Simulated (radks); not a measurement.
The numbers below are computed, except where a source is named.
The chromium ion Cr+, 23 electrons, occupied as [Ar] 3d5.

Level of theory: scalar-relativistic Kohn-Sham, r2SCAN, spin-unpolarised, spherical densities, finite nucleus; meta-GGA in the generalised Kohn-Sham scheme; Fermi nuclear charge, rms radius 3.6452 fm (a radial shooting solver on a logarithmic mesh with Libxc functionals).

Energy parts (hartree):
part                       energy
total                 -1050.44368
kinetic                1061.10680
electron-nucleus      -2500.88797
Hartree                 437.99688
exchange-correlation    -48.65939

Orbitals (lengths in bohr, moments of r in powers of bohr; <r^-3> diverges for s and p1/2; r(90%) holds 90 % of the orbital's charge):
orbital  occ.  eigenvalue (hartree)      <r>  r(90%)  <r^-3>       <r^4>
1s          2             -217.1977  0.06356   0.114       -  0.00007615
2s          2             -25.07052   0.2924   0.453       -     0.01793
2p          6             -21.06058   0.2596   0.426   362.4     0.01411
3s          2              -3.07341   0.9037    1.36       -       1.450
3p          6              -1.98189   0.9687    1.50   42.10       2.175
3d          5              -0.35433    1.410    2.53   2.917       21.30

The highest occupied level is 3d at -9.642 eV. Summed over all electrons, <r^2> = 22.76 bohr^2, which gives a Langevin (diamagnetic) susceptibility term of -18 x 10^-6 cm^3/mol.
